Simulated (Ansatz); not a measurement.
`N[Si]1(O)CN1` at its PBE0-D4/def2-TZVP geometry, where that method's forces vanish. The species carries charge 0 and has multiplicity 1.

```csv
atom,x (Å),y (Å),z (Å)
N1,0.151,-1.141,1.394
Si2,0.295,-0.022,0.125
O3,1.853,0.476,0.057
C4,-0.665,0.184,-1.400
N5,-1.056,0.944,-0.135
H6,0.829,-1.872,1.527
H7,-0.769,-1.415,1.699
H8,2.288,0.612,0.901
H9,-0.217,0.785,-2.193
H10,-1.445,-0.476,-1.776
H11,-1.264,1.926,-0.199
```

Question: For each bond, give half the difference of the two atoms' forces along it (eV/Å; positive pushes the atoms apart) under PBE-D4, r2SCAN-D4, B3LYP-D4, ωB97M-V in def2-TZVPP. (Estimate.)

Answer: Computed: 
| bond | length (Å) | PBE-D4 | r2SCAN-D4 | B3LYP-D4 | ωB97M-V |
| --- | --- | --- | --- | --- | --- |
| N1–Si2 | 1.698 | -0.03 | 0.00 | 0.03 | 0.04 |
| N1–H6 | 1.006 | 0.18 | 0.02 | -0.02 | -0.04 |
| N1–H7 | 1.007 | 0.17 | 0.01 | -0.02 | -0.03 |
| Si2–O3 | 1.638 | 0.22 | 0.04 | 0.10 | 0.10 |
| Si2–C4 | 1.814 | 0.11 | 0.07 | 0.12 | 0.05 |
| Si2–N5 | 1.680 | 0.17 | 0.06 | 0.08 | 0.03 |
| O3–H8 | 0.959 | 0.33 | 0.02 | -0.02 | -0.06 |
| C4–N5 | 1.527 | 0.27 | 0.31 | 0.35 | 0.27 |
| C4–H9 | 1.091 | 0.04 | -0.07 | -0.13 | -0.11 |
| C4–H10 | 1.088 | 0.07 | -0.05 | -0.13 | -0.13 |
| N5–H11 | 1.006 | 0.15 | -0.04 | -0.11 | -0.12 |

B3LYP here is the variant with VWN-RPA as its local correlation; programs differ in this.
